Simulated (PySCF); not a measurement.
C₄F₆. Atoms are numbered in the order given.

```xyz
10

F     -1.5955     0.0000    -1.8962
C     -0.6724     0.0000    -0.9691
C      0.6724     0.0000    -0.9691
F      1.5955     0.0000    -1.8962
C      0.7858     0.0000     0.5339
F      1.3445    -1.0885     1.0932
F      1.3445     1.0885     1.0932
C     -0.7858     0.0000     0.5339
F     -1.3445     1.0885     1.0932
F     -1.3445    -1.0885     1.0932
```
Charge 0, spin multiplicity 1.

Geometry optimised at B3LYP-D3(BJ)/def2-SVP.

The numbers are results of TDA-PBE/def2-SVPD (PySCF 2.14.0), not measurements.

Vertical excitations.  State labels are in the subgroup C2v.

| state | symmetry | energy (eV) | λ (nm) | f | main pairs |
|---|---|---|---|---|---|
| S1 | A2 | 6.15 | 202 | 0.000 | HOMO−1→LUMO 100 % |
| S2 | B2 | 6.61 | 188 | 0.017 | HOMO→LUMO+1 99 % |
| S3 | A1 | 7.00 | 177 | 0.004 | HOMO−1→LUMO+1 99 % |
| S4 | B1 | 7.75 | 160 | 0.214 | HOMO→LUMO 70 %, HOMO−5→LUMO 14 % |
| S5 | A1 | 7.99 | 155 | 0.001 | HOMO−3→LUMO 99 % |
| S6 | B2 | 8.05 | 154 | 0.017 | HOMO−2→LUMO 96 % |
| T1 | B1 | 4.72 | 263 | 0 | HOMO→LUMO 99 % |
| T2 | A2 | 5.88 | 211 | 0 | HOMO−1→LUMO 100 % |
Triplets are in the Tamm–Dancoff approximation.
